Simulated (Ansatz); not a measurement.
Geometry optimisation, Ansatz 0.2.0, RKS BLYP-D4/6-31G*.

input.yaml

```yaml
crystal:
  periodic: [false, false, false]
  atoms:
    - { symbol: B, position_ang: [-0.4479, -0.711, 2.5763] }
    - { symbol: Si, position_ang: [0.2917, 0.7136, 1.4558] }
    - { symbol: O, position_ang: [-0.4858, 0.7122, -0.122] }
    - { symbol: C, position_ang: [0.346, -0.1155, -0.9843] }
    - { symbol: C, position_ang: [-0.2828, 0.0245, -2.4058] }
    - { symbol: F, position_ang: [0.1407, -1.4384, -0.6023] }
    - { symbol: H, position_ang: [0.2078, -1.5226, 3.0137] }
    - { symbol: H, position_ang: [-1.6185, -0.6381, 2.7748] }
    - { symbol: H, position_ang: [1.7517, 0.5132, 1.4014] }
    - { symbol: H, position_ang: [-1.18623, 1.39348, 0.03724] }
    - { symbol: H, position_ang: [1.3411, 0.1517, -0.9943] }
    - { symbol: H, position_ang: [-1.3397, -0.2429, -2.3909] }
    - { symbol: H, position_ang: [0.2243, -0.5963, -3.1064] }
    - { symbol: H, position_ang: [-0.2066, 1.0979, -2.7038] }
basis:
  gaussian: { orbitals: "6-31G*" }
hamiltonian:
  xc: blyp
  dispersion: d4
relax:
  f_tol: 0.02
  max_steps: 50
```

Run as:

```bash
$ ansatz run input.yaml --threads 2 --pin off --max-ram 3072MiB --backend cpu --events-out ev --progress --plain --runs-dir out
```

Question: Where does it end, and by what steps?

Answer: It converged. After 14 steps the energy has fallen by 2.611 eV; H8 moved furthest, 0.87 Å.

| step | energy less start (eV) | largest force component (eV/Å) | accepted |
| --- | --- | --- | --- |
| 0 | 0.0000 | 5.178 | yes |
| 1 | -1.3393 | 2.348 | yes |
| 2 | -1.9139 | 1.043 | yes |
| 3 | -2.2001 | 1.039 | yes |
| 4 | -2.3653 | 0.874 | yes |
| 5 | -2.5025 | 0.746 | yes |
| 6 | -2.5633 | 0.280 | yes |
| 7 | -2.5924 | 0.207 | yes |
| 8 | -2.6018 | 0.436 | yes |
| 9 | -2.6072 | 0.088 | yes |
| 10 | -2.6091 | 0.078 | yes |
| 11 | -2.6102 | 0.038 | yes |
| 12 | -2.6104 | 0.031 | yes |
| 13 | -2.6105 | 0.020 | yes |
| 14 | -2.6105 | 0.016 | yes |

```xyz
14
Properties=species:S:1:pos:R:3
B -0.342 -0.701 2.551
Si 0.477 0.948 1.872
O -0.249 0.871 -0.107
C 0.230 -0.128 -1.052
C -0.339 0.129 -2.437
F -0.154 -1.386 -0.613
H -0.019 -1.114 3.640
H -1.374 -1.154 2.112
H 1.858 0.564 1.355
H -1.231 0.798 -0.041
H 1.324 -0.043 -0.984
H -1.438 0.042 -2.419
H 0.053 -0.619 -3.143
H -0.059 1.135 -2.785
```

The run took 28 s on 2 threads of AMD EPYC 9R14 (Zen 4) (shared host), peak memory 0.2 GiB.
